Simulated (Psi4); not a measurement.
Psi4 input (wB97X-D/6-311+G**):

```
memory 1500 MB

molecule {
0 2
N     2.09548400    0.34716400    0.27637600
Si    0.95473100   -0.67173900   -0.53175600
Si   -1.18536800   -0.28050100    0.32972500
N    -1.52953100    1.37589200   -0.05418200
H     1.90188800    1.32804900    0.40593800
H     3.08418200    0.15273000    0.28142000
H     1.44934000   -2.06863200   -0.36282100
H    -2.11179000   -1.29133000   -0.25932100
H    -1.31073700   -0.38116600    1.80725200
H    -2.28939800    1.84742300    0.41307600
H    -1.45624000    1.68290200   -1.01247400
symmetry c1
no_reorient
no_com
}

set {
  basis 6-311+G**
  reference uks
  scf_type df
  df_basis_scf def2-universal-jkfit
  dft_radial_points 99
  dft_spherical_points 590
  e_convergence 1e-8
  d_convergence 1e-7
  maxiter 150
}

e = energy('wb97x-d')
print_out(f'\nFINAL {e:.10f} DIPOLE {variable("CURRENT DIPOLE")[0]:.6f} {variable("CURRENT DIPOLE")[1]:.6f} {variable("CURRENT DIPOLE")[2]:.6f}\n')
```

Output:

```
   => Loading Basis Set <=

    Name: 6-311+G**
    Role: ORBITAL
    Keyword: BASIS
    atoms 1, 4 entry N          line   150 file 6-311pgss.gbs
    atoms 2-3  entry SI         line   351 file 6-311pgss.gbs
    atoms 5-11 entry H          line    42 file 6-311pgss.gbs

   => WB97X-D: Empirical Dispersion <=

    Chai and Head-Gordon Dispersion Correction
    Chai, J.-D.; Head-Gordon, M. (2010), J. Chem. Phys., 132: 6615-6620

        s6 =       1.000000

         ---------------------------------------------------------
                                   SCF
               by Justin Turney, Rob Parrish, Andy Simmonett
                          and Daniel G. A. Smith
                              UKS Reference
         ---------------------------------------------------------

  ==> Geometry <==

    Molecular point group: c1
    Full point group: C1

    Geometry (in Angstrom), charge = 0, multiplicity = 2:

       Center              X                  Y                   Z               Mass
    ------------   -----------------  -----------------  -----------------  -----------------
         N            2.095484000000     0.347164000000     0.276376000000    14.003074004430
         SI           0.954731000000    -0.671739000000    -0.531756000000    27.976926534650
         SI          -1.185368000000    -0.280501000000     0.329725000000    27.976926534650
         N           -1.529531000000     1.375892000000    -0.054182000000    14.003074004430
         H            1.901888000000     1.328049000000     0.405938000000     1.007825032230
         H            3.084182000000     0.152730000000     0.281420000000     1.007825032230
         H            1.449340000000    -2.068632000000    -0.362821000000     1.007825032230
         H           -2.111790000000    -1.291330000000    -0.259321000000     1.007825032230
         H           -1.310737000000    -0.381166000000     1.807252000000     1.007825032230
         H           -2.289398000000     1.847423000000     0.413076000000     1.007825032230
         H           -1.456240000000     1.682902000000    -1.012474000000     1.007825032230

  Running in c1 symmetry.

  Rotational constants: A =      0.25762  B =      0.07961  C =      0.06813 [cm^-1]
  Rotational constants: A =   7723.24159  B =   2386.52527  C =   2042.47139 [MHz]
  Nuclear repulsion =  212.807060887186935

  Charge       = 0
  Multiplicity = 2
  Electrons    = 49
  Nalpha       = 25
  Nbeta        = 24

  ==> Algorithm <==

  SCF Algorithm Type is DF.
  DIIS enabled.
[...]
      13A     -0.949559    14A     -0.946473    15A     -0.641124
      16A     -0.590410    17A     -0.584751    18A     -0.574362
      19A     -0.485834    20A     -0.455221    21A     -0.426005
      22A     -0.378929    23A     -0.362407    24A     -0.334364

    Beta Virtual:

      25A     -0.019849    26A      0.049270    27A      0.062210
      28A      0.073883    29A      0.083057    30A      0.093856
      31A      0.094724    32A      0.111434    33A      0.125847
      34A      0.131006    35A      0.133384    36A      0.147700
      37A      0.157714    38A      0.167777    39A      0.186802
      40A      0.189094    41A      0.194416    42A      0.202553
      43A      0.212531    44A      0.223147    45A      0.226681
      46A      0.241805    47A      0.253284    48A      0.292810
      49A      0.298647    50A      0.308071    51A      0.320747
      52A      0.343641    53A      0.347980    54A      0.363291
      55A      0.388894    56A      0.407415    57A      0.426839
      58A      0.488074    59A      0.499093    60A      0.524076
      61A      0.570775    62A      0.600051    63A      0.619993
      64A      0.626103    65A      0.641380    66A      0.666467
      67A      0.685206    68A      0.708623    69A      0.723156
      70A      0.792234    71A      0.801861    72A      0.805923
      73A      0.825527    74A      0.891806    75A      0.922304
      76A      0.930340    77A      0.943182    78A      0.956266
      79A      0.989323    80A      1.006560    81A      1.024680
      82A      1.069420    83A      1.200778    84A      1.211030
      85A      1.289320    86A      1.291345    87A      1.311607
      88A      1.322544    89A      1.364216    90A      1.396385
      91A      1.422208    92A      1.442324    93A      1.474257
      94A      1.547778    95A      1.557537    96A      1.582138
      97A      1.631813    98A      1.643954    99A      1.712761
     100A      1.718697   101A      1.737590   102A      1.751071
     103A      1.881566   104A      1.912645   105A      2.044973
     106A      2.052014   107A      2.069452   108A      2.081200
     109A      2.110494   110A      2.134339   111A      2.218353
     112A      2.474460   113A      2.504562   114A      2.511970
     115A      2.539821   116A      2.549035   117A      2.567742
     118A      2.702330   119A      2.709971   120A      2.752211
     121A      2.788739   122A      2.820187   123A      2.874142
     124A      2.877554   125A      3.017053   126A      3.040003
     127A      3.125517   128A      3.146515   129A      3.953674
     130A      3.980468   131A      4.345728   132A      4.370856
     133A      4.825204   134A      4.833372   135A      5.739017
     136A      5.787932   137A     11.461865   138A     11.511464
     139A     11.554405   140A     11.574274   141A     11.603253
     142A     11.616337   143A     35.688833   144A     35.693678
     145A    141.241123   146A    141.306142

    Final Occupation by Irrep:
              A
    DOCC [    24 ]
    SOCC [     1 ]
    NA   [    25 ]
    NB   [    24 ]

  @DF-UKS Final Energy:  -692.71247339868796

   => Energetics <=

    Nuclear Repulsion Energy =            212.8070608871869354
    One-Electron Energy =               -1379.8143502508296478
    Two-Electron Energy =                 515.9235250341564551
    DFT Exchange-Correlation Energy =     -41.6250681471019206
    Empirical Dispersion Energy =          -0.0036409220998050
    VV10 Nonlocal Energy =                  0.0000000000000000
    Total Energy =                       -692.7124733986879619

  UHF NO Occupations:
  HONO-2 :   23  A 1.9995951
  HONO-1 :   24  A 1.9987957
  HONO-0 :   25  A 1.0000000
  LUNO+0 :   26  A 0.0012043
  LUNO+1 :   27  A 0.0004049
  LUNO+2 :   28  A 0.0000791
  LUNO+3 :   29  A 0.0000288

Computation Completed

Properties will be evaluated at   0.000000,   0.000000,   0.000000 [a0]

Properties computed using the SCF density matrix

 Multipole Moments:

 ------------------------------------------------------------------------------------
     Multipole            Electronic (a.u.)      Nuclear  (a.u.)        Total (a.u.)
 ------------------------------------------------------------------------------------

 L = 1.  Multiply by 2.5417464519 to convert [e a0] to [Debye]
 Dipole X            :          0.0842759           -0.0000038            0.0842721
 Dipole Y            :          0.5665424            0.0000151            0.5665575
 Dipole Z            :         -0.1214651           -0.0000113           -0.1214765
 Magnitude           :                                                    0.5855303

 ------------------------------------------------------------------------------------

FINAL -692.7124733987 DIPOLE 0.084272 0.566558 -0.121476

*** Psi4 exiting successfully. Buy a developer a beer!
```

The geometry given is a B3LYP-D3(BJ)/def2-TZVP minimum.
